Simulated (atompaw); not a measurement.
## Building the PAW (atompaw) potential for cobalt (Co) (LDA (PW92), scalar-relativistic).

| Quantity | Value |
| --- | --- |
| Element | Co |
| Generator | atompaw 4.2.0.5 |
| Type | PAW |
| Functional | LDA (PW92) |
| Relativity | scalar-relativistic |
| Frozen core | [Ne] 3s2 |
| Valence charge | 15 |
| Reference configuration | 3p6 3d7 4s1.75 4p0 (charge +0.25) |
| Partial waves | 4s (bound); 4s channel at 0.7 Ry; 3p (bound); 4p (bound, empty); 3d (bound); 3d channel at 3.75 Ry |
| Local potential | troulliermartins scheme with l = 3 at 0 Ry, radius 1.60 bohr |
| Core correction | smooth core density matched at 1.35 bohr |
| Augmentation charge | sinc compensation charge, radius 2.15 bohr; PAW radius 2.30 bohr; waves and projectors: bloechl |

All-electron outer shells of the reference configuration (LDA (PW92), scalar-relativistic, ld1.x):

```tsv
shell	level (eV)	outermost node (bohr)	outermost maximum (bohr)
2p	-771.49	–	0.17
3s	-103.94	0.31	0.67
3p	-67.59	0.28	0.68
3d	-10.52	–	0.66
4s	-7.42	0.96	2.26
4p	-2.83	1.05	3.05
```

(1) Estimate the cutoffs (Ry, on a coarse ladder) from which the occupation-weighted sum of valence levels, in a spherical-Bessel basis at the reference potential, stays within 10 and 1 mRy of its value at 400 Ry.

(2) Does the potential have ghost states?

(3) Is the overlap operator S = 1 + Σ q|β⟩⟨β| positive definite (Bessel basis up to 400 Ry)?

Answers

(1) 55 Ry and 90 Ry.

(2) Ghost state, extra bound levels that the all-electron valence spectrum of the same l lacks: s at -23.3 eV. A true bound ghost makes a file unfit for plane-wave use.

(3) Barely: its lowest eigenvalue is 0.005 (s channel).
